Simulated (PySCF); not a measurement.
Run record for `[GeH3][O]C1=CC=C[SiH2]1`: wB97X-D/pcSseg-0, grid level 4, TDA, 1 singlet.

Method: TDA wB97X-D/pcSseg-0, vertical, gas phase, core orbitals frozen in the response (PySCF 2.14.0, density-fitted response routines). Geometry: GFN2-xTB. The input is one job of a driver script: a line of settings, then coordinates in Å.

Command:
```bash
OMP_NUM_THREADS=1 python probes_run.py task.json out
```

Input:
```
{"job": {"kind": "uv", "xc": "wB97X-D", "basis": "pcSseg-0", "nstates": 1, "ntriplets": 5, "tda": true, "grid": 4}, "charge": 0, "multiplicity": 1}
Ge     2.661842    -0.582245     0.725068
O      1.481538     0.665535     0.396803
C      0.173586     0.509287     0.066462
C     -0.633425     1.560649    -0.162058
C     -2.000958     1.224504    -0.503619
C     -2.320596    -0.078188    -0.556330
Si    -0.806328    -1.105462    -0.148927
H      2.829246    -1.457872    -0.484430
H      3.852263     0.265471     1.012249
H      2.218791    -1.407746     1.899589
H     -0.313362     2.590141    -0.101870
H     -2.703248     2.022917    -0.701483
H     -3.311484    -0.420161    -0.801693
H     -0.268213    -1.913819    -1.248485
H     -0.864065    -1.865021     1.104777
```

Q: What does the run print?

A: 
```
coarse grid: 59504 points
cycle   1  E = -2595.5557073453  dE =  5.895e-02  |g| = 6.418e-01  |ddm| = 4.185e+00
cycle   2  E = -2595.5408950540  dE =  1.481e-02  |g| = 7.606e-01  |ddm| = 1.531e+00
cycle   3  E = -2595.6424722756  dE = -1.016e-01  |g| = 8.084e-02  |ddm| = 8.129e-01
cycle   4  E = -2595.6436954864  dE = -1.223e-03  |g| = 3.763e-02  |ddm| = 1.520e-01
cycle   5  E = -2595.6440623434  dE = -3.669e-04  |g| = 1.020e-02  |ddm| = 4.982e-02
cycle   6  E = -2595.6440886411  dE = -2.630e-05  |g| = 1.693e-03  |ddm| = 1.303e-02
cycle   7  E = -2595.6440906600  dE = -2.019e-06  |g| = 8.697e-04  |ddm| = 4.654e-03
final grid: 327464 points
cycle   8  E = -2595.6439536399  dE = -6.109e-07  |g| = 7.160e-04  |ddm| = 3.357e-03
cycle   9  E = -2595.6439537121  dE = -7.214e-08  |g| = 7.663e-04  |ddm| = 1.844e-03
cycle  10  E = -2595.6439538587  dE = -1.466e-07  |g| = 1.075e-04  |ddm| = 8.943e-04
cycle  11  E = -2595.6439538688  dE = -1.019e-08  |g| = 8.608e-05  |ddm| = 3.261e-04
cycle  12  E = -2595.6439538737  dE = -4.808e-09  |g| = 3.103e-05  |ddm| = 2.960e-04
cycle  13  E = -2595.6439538742  dE = -5.339e-10  |g| = 8.425e-06  |ddm| = 9.468e-05
converged SCF energy = -2595.6439538742

Static polarisability (au): isotropic 86.307, principal 60.771 89.480 108.669

Singlet excitations
state   eV       nm        f      main configurations
  1   4.4506    278.6   0.18016   H->L 0.94

Triplet excitations (Tamm-Dancoff, eV): 2.5219 4.8616 5.0114 5.3370 6.3062
```

The SCF starts on a coarse grid where the log names one; the energy can jump when the final grid takes over, and dE then counts from the start density on the new grid. H and L stand for HOMO and LUMO; the number after each pair is its weight.

Q: Give the mean polarisability as a volume in Å³, and the ratio of the largest to the smallest principal value.

A: 86.307 au × 0.148185 = 12.79 Å³; 108.669/60.771 = 1.79.

Q: How does the lowest singlet excitation compare with the HOMO–LUMO gap?

A: HOMO -7.62 eV and LUMO 0.69 eV give a gap of 8.31 eV; S1 at 4.45 eV lies 3.86 eV below it.

In short: SCF converged in 13 cycles with 99 basis and 977 fitting functions; HOMO -7.62 eV, LUMO 0.69 eV; lowest singlet 4.45 eV; lowest triplet 2.52 eV (Tamm–Dancoff); mean polarisability 86.3 au.

 The wB97X-D/pcSseg-0 calculation is non-relativistic and has no spin–orbit coupling, an omission that weighs most on germanium.

Q: Estimate the wall time. Hardware: one thread of an Arm Neoverse V1, on a shared host. And the peak memory of the process?

A: About 19 s, with 0.62 GiB resident at the peak, the Python interpreter and its libraries included.

Conformer computed: `[GeH3:1][O:2][C:3]1=[CH:4][CH:5]=[CH:6][SiH2:7]1`: Ge1–O2–C3–C4 180°.

One conformer stands for the species.

Note: wB97X-D ran without an empirical dispersion term, which enters the total energy and its gradient alone.
